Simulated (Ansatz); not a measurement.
The same ligand exchange along the group B, Al, Ga, In.

Gas-phase electronic energies from Ansatz, PBE0-D4/def2-TZVP geometries. CBS: MP2 limit from def2 TZ/QZ plus the TZ coupled-cluster correction, frozen cores. This one scheme is used for every species. DFT in def2-TZVPP. def2 core potentials past Kr. For Ga, In outer-core shells are correlated without core-valence functions, which leaves a few kJ/mol of doubt a bond. Scalar relativity is left out up to krypton. One conformer a species, not always the lowest.

```json
{"reaction": "`OB(S)Cl` + HCl → `OB(Cl)Cl` + H₂S", "PBE-D4 (kJ/mol)": "-11", "PBE0-D4 (kJ/mol)": "-12", "ωB97M-V (kJ/mol)": "-16"}
{"reaction": "`[OH][Al]([SH])[Cl]` + HCl → `[OH][Al]([Cl])[Cl]` + H₂S", "PBE-D4 (kJ/mol)": "-39", "PBE0-D4 (kJ/mol)": "-41", "ωB97M-V (kJ/mol)": "-46"}
{"reaction": "`[OH][Ga]([SH])[Cl]` + HCl → `[OH][Ga]([Cl])[Cl]` + H₂S", "PBE-D4 (kJ/mol)": "-15", "PBE0-D4 (kJ/mol)": "-17", "ωB97M-V (kJ/mol)": "-21"}
{"reaction": "`[OH][In]([SH])[Cl]` + HCl → `[OH][In]([Cl])[Cl]` + H₂S", "PBE-D4 (kJ/mol)": "-12", "PBE0-D4 (kJ/mol)": "-15", "ωB97M-V (kJ/mol)": "-18"}
```

(1) Give the CCSD(T)/CBS values in the same order. (An estimate is asked.)

Largest T1 diagnostic: 0.015, for `[OH][In]([SH])[Cl]`.

Results:

(1) The calculation gave: -13, -44, -18, -16 kJ/mol.
